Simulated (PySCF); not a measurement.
## C⁻ (carbon, charge -1) across methods

[He] 2s2 2p3, high-spin 4S determinant. Calculation: PySCF 2.14, in aug-cc-pVQZ with one added diffuse shell each of s, p, d, f, g type (7s6p5d4f3g, 105 functions); no relativity, point nucleus. The B2PLYP total includes its PT2 part (frozen core); its orbital energies are those of the SCF part.

```tsv
method	E (hartree)	mean ε 2s α (eV)	mean ε 2s β (eV)	mean ε 2p α (eV)	Σ⟨r²⟩ (bohr²)	⟨S²⟩
PBE	-37.8575	-6.577	-3.476	1.528	40.13	3.753
LDA	-37.5367	-6.363	-3.399	1.494	38.15	3.754
B2PLYP	-37.8749	-10.361	-5.010	-0.098	28.86	3.755
PBE0	-37.8591	-8.371	-4.198	0.780	31.79	3.753
r2SCANh	-37.8878	-7.913	-3.339	1.201	31.45	3.755
PW91	-37.8919	-6.545	-3.423	1.536	39.18	3.753
r2SCAN	-37.8895	-7.278	-3.014	1.519	33.72	3.755
UHF	-37.70995	-14.303	-5.798	-2.125	26.15	3.757
CAM-B3LYP	-37.8874	-9.682	-5.656	-0.333	29.69	3.753
```

The outer electron is barely bound at this level, so radii and moments hang on the diffuse functions.

The highest occupied level is positive at PBE, LDA, PBE0, r2SCANh, PW91, r2SCAN: only the finite basis holds that electron, which in a density functional comes from self-interaction.
